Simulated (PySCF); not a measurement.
Input for PySCF: R-HF/3-21G on GaH5N2 (SMILES [NH2][GaH][NH2]), a point of a torsion scan.

```python
from pyscf import gto, scf, dft, mp
from pyscf.data.elements import chemcore

mol = gto.M(
    atom='''
    N     1.55649850   -0.35105966    0.08157815
    Ga   -0.03822900    0.49064418    0.19048038
    N    -1.55761583   -0.46329698    0.40158457
    H     1.68810550   -1.35362041    0.12963240
    H     2.45393164    0.10049374   -0.03377065
    H    -0.10181061    2.01463771    0.10338396
    H    -1.60404696   -1.47261445    0.46609767
    H    -2.49044152   -0.07926594    0.47231419
    ''',
    basis='3-21g',
    charge=0, spin=0, verbose=3, max_memory=1800)
mf = scf.RHF(mol)
mf.conv_tol = 1e-8
mf.max_cycle = 100
mf.kernel()
if not mf.converged:
    mf = mf.newton().run(mf.mo_coeff, mf.mo_occ)
```

Q: Predict the final total energy.

A: -2025.0952 hartree.
